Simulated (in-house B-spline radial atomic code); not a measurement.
## Ionising the cerium ion Ce⁸⁺ with different functionals

Computed with a B-spline radial code for spherical atoms: scalar-relativistic (spin-free X2C) Hamiltonian, Fermi nucleus of rms radius 4.8771 fm, spin-polarised at highest spin, spherical fractional occupations for the functionals, and exact exchange of hybrids averaged over the configuration. The ionisation energy is the difference of two self-consistent energies, [Kr] 4d10 5s2 5p2 → [Kr] 4d10 5s2 5p1, without Breit or QED terms; ε is the level of the shell that loses the electron (its least bound occupied spin orbital). There is no spin-orbit coupling in this Hamiltonian.

| method | rung | ΔSCF (eV) | -ε(5p) (eV) |
| --- | --- | --- | --- |
| PBE0 | global hybrid | 124.05 | 118.77 |
| B3LYP | global hybrid | 124.14 | 118.39 |
| TPSSh | global hybrid | 123.99 | 117.66 |
| BHandHLYP | global hybrid | 123.96 | 120.44 |
| r2SCAN0 | global hybrid | 124.25 | 119.09 |
| B97-1 | global hybrid | 123.89 | 118.33 |
| HSE06 | range-separated hybrid | 123.98 | 118.25 |
| wB97X | range-separated hybrid | 123.72 | 121.10 |
| CAM-B3LYP | range-separated hybrid | 124.14 | 120.29 |
| LC-wPBE | range-separated hybrid | 124.11 | 121.86 |

Task: Among the functionals, which spreads more, the ΔSCF values or the orbital energies?

Result: The orbital energies: ΔSCF values span about 0.53 eV and the orbital energies 4.20 eV; here energy differences depend much less on the functional than eigenvalues do.

Task: How do they compare with the NIST value?

Result: NIST lists 125 eV ± 2.2 (tabulated theory, ground level to ground level). Errors run from -1.28 to -0.75 eV; all lie within about twice that uncertainty, so the table can't rank the methods.
